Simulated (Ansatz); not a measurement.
Computed with Ansatz on PBE0-D4/def2-TZVP structures; ΔE is electronic, products minus reactants. CBS: MP2 limit from def2 TZ/QZ plus the TZ coupled-cluster correction, frozen cores. This one scheme is used for every species. Functionals use def2-TZVPP. For Ge outer-core shells are correlated without core-valence functions, which leaves a few kJ/mol of doubt a bond. Scalar relativity is left out up to krypton. Each species was taken in one conformer, which may not be the lowest.

`OC[CH2][GeH3]` + H₂ → `C[CH2][GeH3]` + H₂O  (hydrogenolysis of a C–O bond)

**Question.** Is it downhill or uphill in electronic energy at CCSD(T)/CBS, and by how much? (Estimate.)

**Answer.** Ansatz gave: Downhill: ΔE = -25.1 kcal/mol.

**Question.** What do these levels give: ωB97X-V, B2PLYP, r2SCAN, CCSD/def2-TZVPP, CCSD(T)/def2-TZVPP, SCS-MP2/def2-QZVPP? (Best estimate.)

**Answer.** Computed: ωB97X-V -23.3, B2PLYP -24.7, r2SCAN -23.6, CCSD/def2-TZVPP -25.3, CCSD(T)/def2-TZVPP -24.5, SCS-MP2/def2-QZVPP -25.0 kcal/mol.

Largest T1 diagnostic among the species: 0.011.

From PBE to PBE0 (25 % exact exchange), in def2-TZVPP and without D4, ΔE moves by −1.1 kcal/mol. In def2-TZVPP, CCSD(T) changes the Hartree–Fock value by +1.7 kcal/mol (the triples alone add +0.7 kcal/mol) and MP2 by +1.2 kcal/mol. The D4 term adds +0.9 kcal/mol with B3LYP and +0.5 kcal/mol with PBE0; it sums over pairs of atoms, weighted by their polarisabilities, and B3LYP, whose exchange is more repulsive, gets the larger term.

B3LYP here is the variant with VWN-RPA as its local correlation; programs differ in this.
